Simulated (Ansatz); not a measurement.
ClH3SSi2, SMILES `Cl[SiH]1[SiH2]S1`. Charge 0, multiplicity 1.

| atom | x (Å) | y (Å) | z (Å) |
| --- | --- | --- | --- |
| Cl1 | 1.410 | -2.308 | -0.369 |
| Si2 | -0.145 | -0.979 | -0.404 |
| Si3 | 0.113 | 1.162 | 0.194 |
| S4 | -0.855 | -0.288 | 1.480 |
| H5 | -1.173 | -1.511 | -1.321 |
| H6 | 1.413 | 1.664 | 0.697 |
| H7 | -0.762 | 2.261 | -0.276 |

Question: Give the diagnostics of a CCSD(T)/def2-TZVPP run (frozen core, Ansatz 0.2.0). (Best estimate.)

Answer: Ansatz gave: T1 = 0.0127, largest single amplitude 0.018, largest double 0.032, (T) share of the correlation energy 4.6 %, 9 CCSD cycles. The RHF solution is stable towards an unrestricted one. T1 lies under the customary mark of 0.02 for closed shells.
